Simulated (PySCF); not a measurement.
Cu (SMILES [Cu]), doublet. Base run: M062X/def2-SVP run with PySCF.

Here is a job for PySCF.
```python
from pyscf import gto, scf, dft

mol = gto.M(
    atom='''
Cu    0.00000000    0.00000000    0.00000000
''',
    basis='def2-svp',
    spin=1,
    verbose=4,
)

mf = dft.UKS(mol)
mf.xc = 'm062x'
mf.kernel()
```

Each row names what was changed in the base input (with any setting that the change needs).

| change | ΔE vs base (mEh) | grid points | electrons on the grid | outcome |
|---|---|---|---|---|
| base | 0.000 | 20640 | 29.00000 | converged |
| grids.level = 4 | -0.013 | 30384 | 29.00000 | converged |
| grids.prune = dft.gen_grid.treutler_prune | 0.000 | 20704 | 29.00000 | converged |
| grids.radi_method = delley | 0.008 | 20040 | 29.00000 | converged |
| grids.level = 0 | 105.6 | 2424 | 29.00033 | converged |
| small_rho_cutoff = 0 | 0.000 | 20640 | 29.00000 | converged |
| grids.atom_grid = (99, 590) | -0.002 | 28736 | 29.00000 | converged |
| grids.atom_grid = (30, 110) | 105.6 | 2424 | 29.00033 | converged |
| grids.atom_grid = (75, 302) | 0.046 | 13040 | 29.00000 | converged |
| grids.prune = dft.gen_grid.sg1_prune | - | - | - | input refused |
| grids.prune = off | 0.000 | 39064 | 29.00000 | converged |

Open shells are given as the SCF converged; they aren't shown to be the lowest states, and a large step between rows can be another state.

- grids.prune = dft.gen_grid.sg1_prune: ended with `IndexError: index 29 is out of bounds for axis 0 with size 19`
